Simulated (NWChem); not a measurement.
All runs are NWChem calculations. System: CH$_{5}$Si, charge 0, spin multiplicity 2, at a geometry optimised with UB3LYP/def2-SVP. The structure started from a generated list of species. Its SCF solution wasn't tested for a lower state. Level: UMP2/def2-TZVP, 6 core orbitals frozen.

Input file:

```
start mol
memory heap 200 mb stack 900 mb global 1100 mb
geometry units angstroms nocenter noautoz noautosym
  C      1.269788    -0.144928     0.008393
  Si    -0.573328     0.067550    -0.002053
  H      1.963609     0.659484    -0.259754
  H      1.748712    -1.098946     0.257946
  H     -1.176933    -0.470700     1.255437
  H     -0.927033     1.510437    -0.134579
  H     -1.200487    -0.676412    -1.140665
end
basis spherical
  * library def2-tzvp
end
scf
  uhf
  nopen 1
  maxiter 100
  thresh 1e-7
  semidirect memsize 60000000 filesize 0
  # guess.movecs holds the orbitals of an unrestricted PBE0 run
  vectors input guess.movecs output mol.movecs
end
mp2
  freeze core 6
end
task mp2 energy
```

Output (cleaned and shortened):

```
             Northwest Computational Chemistry Package (NWChem) 7.3.0
             --------------------------------------------------------

                                NWChem Input Module
                                -------------------

 Scaling coordinates for geometry "geometry" by  1.889725989
 (inverse scale =  0.529177249)

                             Geometry "geometry" -> ""
                             -------------------------

 Output coordinates in angstroms (scale by  1.889725989 to convert to a.u.)

  No.       Tag          Charge          X              Y              Z
 ---- ---------------- ---------- -------------- -------------- --------------
    1 C                    6.0000     1.26978800    -0.14492800     0.00839300
    2 Si                  14.0000    -0.57332800     0.06755000    -0.00205300
    3 H                    1.0000     1.96360900     0.65948400    -0.25975400
    4 H                    1.0000     1.74871200    -1.09894600     0.25794600
    5 H                    1.0000    -1.17693300    -0.47070000     1.25543700
    6 H                    1.0000    -0.92703300     1.51043700    -0.13457900
    7 H                    1.0000    -1.20048700    -0.67641200    -1.14066500

 Effective nuclear repulsion energy (a.u.)      55.6137836436

            Nuclear Dipole moment (a.u.)
            ----------------------------
        X                 Y               Z
 ---------------- ---------------- ----------------
     0.0000075589    -0.0000094486     0.0000018897


 Summary of "ao basis" -> "" (spherical)
 ------------------------------------------------------------------------------
       Tag                 Description            Shells   Functions and Types
 ---------------- ------------------------------  ------  ---------------------
 *                         def2-tzvp                  on all atoms

 Summary of "ao basis" -> "ao basis" (spherical)
 ------------------------------------------------------------------------------
       Tag                 Description            Shells   Functions and Types
 ---------------- ------------------------------  ------  ---------------------
 C                         def2-tzvp                11       31   5s3p2d1f
 Si                        def2-tzvp                13       37   5s5p2d1f
 H                         def2-tzvp                 4        6   3s1p

                                 NWChem SCF Module
                                 -----------------

  ao basis        = "ao basis"
  functions       =    98
  atoms           =     7
  alpha electrons =    13
  beta  electrons =    12
  charge          =   0.00
  wavefunction    = UHF
  use symmetry    = F
  symmetry adapt  = F

 Summary of "ao basis" -> "ao basis" (spherical)
 ------------------------------------------------------------------------------
       Tag                 Description            Shells   Functions and Types
 ---------------- ------------------------------  ------  ---------------------
 C                         def2-tzvp                11       31   5s3p2d1f
 Si                        def2-tzvp                13       37   5s5p2d1f
 H                         def2-tzvp                 4        6   3s1p

 Forming initial guess at       0.1s

 Starting SCF solution at       0.1s

 ----------------------------------------------
         Quadratically convergent UHF

 Convergence threshold     :          1.000E-07
 Maximum no. of iterations :          100
 Integral*density screening:          1.000E-09
[...]
    Atom       Charge   Shell Charges
 -----------   ------   -------------------------------------------------------
    1 C    6     2.65   0.43  0.56  0.23  0.35  0.04  0.42  0.47  0.14  0.01  0.01  0.00
    2 Si  14     6.85   1.00  0.29  0.70  0.41  0.21  2.06  0.86  0.27  0.72  0.17  0.07  0.08  0.01
    3 H    1     0.47   0.14  0.27  0.06  0.01
    4 H    1     0.47   0.14  0.27  0.06  0.01
    5 H    1     0.52   0.12  0.28  0.12  0.00
    6 H    1     0.53   0.12  0.28  0.12  0.00
    7 H    1     0.51   0.12  0.27  0.12  0.00

   Mulliken analysis of the spin density
   -------------------------------------

    Atom       Charge   Shell Charges
 -----------   ------   -------------------------------------------------------
    1 C    6     1.16   0.00 -0.00  0.03  0.04  0.03  0.35  0.48  0.23 -0.00 -0.00 -0.00
    2 Si  14    -0.06  -0.00 -0.00  0.00 -0.02 -0.01 -0.00  0.00 -0.01 -0.05 -0.02  0.01  0.03  0.01
    3 H    1    -0.08  -0.01 -0.05 -0.02  0.00
    4 H    1    -0.08  -0.01 -0.05 -0.02  0.01
    5 H    1     0.02   0.00  0.01  0.00 -0.00
    6 H    1    -0.00   0.00  0.00 -0.00 -0.00
    7 H    1     0.03   0.01  0.02  0.01 -0.00

       Multipole analysis of the density wrt the origin
       ------------------------------------------------

     L   x y z        total         alpha         beta         nuclear
     -   - - -        -----         -----         ----         -------
     0   0 0 0      0.000000    -13.000000    -12.000000     25.000000

     1   1 0 0      0.290606     -0.951279      1.241877      0.000008
     1   0 1 0     -0.025225      0.128573     -0.153789     -0.000009
     1   0 0 1     -0.003317     -0.010394      0.007075      0.000002

     2   2 0 0    -16.500404    -55.712770    -49.619729     88.832095
     2   1 1 0     -0.068810      4.285237      3.885661     -8.239707
     2   1 0 1     -0.083834     -0.222423      0.002931      0.135658
     2   0 2 0    -16.567077    -17.193335    -16.489924     17.116182
     2   0 1 1     -0.320824      0.418447      0.998623     -1.737894
     2   0 0 2    -17.607738    -15.491492    -12.936000     10.819754

                   NWChem MP2 Semi-direct Energy/Gradient Module
                   ---------------------------------------------

  Basis functions       =     98
  Molecular orbitals    =     98
  Frozen core           =      6
  Frozen virtuals       =      0
  Active alpha occupied =      7
  Active beta occupied  =      6
  Active alpha virtual  =     85
  Active beta virtual   =     86
  Use MO symmetry       = F
  Use skeleton AO sym   = F

  AO/Fock/Back tols     =   1.0D-09  1.0D-09  1.0D-09

 GA uses MA = F    GA memory limited = T

 Available:
  local mem=  1.26D+08
 global mem=  1.44D+08
 local disk=  0.00D+00
  mp2_memr nvloc                    85
  nvloc new                    85
   1 passes of   7:        5242880                      49330                   9777475.
   1 passes of   7: M    126149551           G      144159992           F     120906671.

 Semi-direct pass number   1 of   1  for UHF alpha       at        3.4s
  vrange nnbf                  4825
  mp2_eaftype                    37  avail_ma_in_mb                  1099
 EAF : mp2_eaftype filesize          37    4888738.
  mp2_eaf for mointskh                     37
Node 0 wrote     23.0 Mb in      0.0 s     Agg I/O rate:   658.8 Mb/s
 Done moints_semi at        6.0s
  mp2_eaftype                    37  avail_ma_in_mb                  1062
 EAF : mp2_eaftype filesize          37    4888738.
  mp2_eaf for kh                    37
 Done maket at        6.1s
 Done multipass loop at        6.1s

 GA uses MA = F    GA memory limited = T

 Available:
  local mem=  1.26D+08
 global mem=  1.44D+08
 local disk=  0.00D+00
  mp2_memr nvloc                    86
  nvloc new                    86
   1 passes of   6:        5242880                      45381                   8481480.
   1 passes of   6: M    126149551           G      144159992           F     120906671.

 Semi-direct pass number   1 of   1  for UHF beta        at        6.1s
  vrange nnbf                  4825
  mp2_eaftype                    32  avail_ma_in_mb                  1099
 EAF : mp2_eaftype filesize          32    4240740.
  mp2_eaf for mointskh                     32
Node 0 wrote     19.9 Mb in      0.0 s     Agg I/O rate:  1188.5 Mb/s
 Done moints_semi at        8.4s
  mp2_eaftype                    32  avail_ma_in_mb                  1067
 EAF : mp2_eaftype filesize          32    4240740.
  mp2_eaf for kh                    32
 Done maket at        8.5s
 Done multipass loop at        8.5s

          -------------------------------------------
          SCF energy                -329.690133075942
          Correlation energy          -0.261644881464
          Singlet pairs                0.000000000000
          Triplet pairs                0.000000000000
          Total MP2 energy          -329.951777957406
          -------------------------------------------

          ---------------------------------------------------
                    Spin Component Scaled (SCS) MP2
          Same spin pairs                     -0.046212520771
          Same spin scaling factor             0.333333333333
          Opposite spin pairs                 -0.215432360694
          Opposite spin scaling fact.          1.200000000000
          SCS-MP2 correlation energy          -0.273923006423
          Total SCS-MP2 energy              -329.964056082365
          ---------------------------------------------------

 -----------------------
 Performance information
 -----------------------

 Timer overhead =  9.61D-08 seconds/call

               Nr. of calls         CPU time (s)                 Wall time (s)                GFlops
             ---------------    -------------------     ------------------------------   -------------------
Name         Min   Avg   Max    Min     Avg     Max     Min     Avg     Max   Mx/calls   Min     Max     Sum
mp2: moin     2     2     2    4.8     4.8     4.8      4.8     4.8     4.8     2.4      0.0     0.0     0.0
mp2: make     2     2     2   0.17    0.17    0.17     0.17    0.17    0.17    8.53E-2   0.0     0.0     0.0
mp2: tota     1     1     1    5.1     5.1     5.1      5.1     5.1     5.1     5.1      0.0     0.0     0.0

 The average no. of pstat calls per process was 5.00D+00
 with a timing overhead of 4.81D-07s

 Task  times  cpu:        8.4s     wall:        8.4s

 Total times  cpu:        8.5s     wall:        8.5s
```
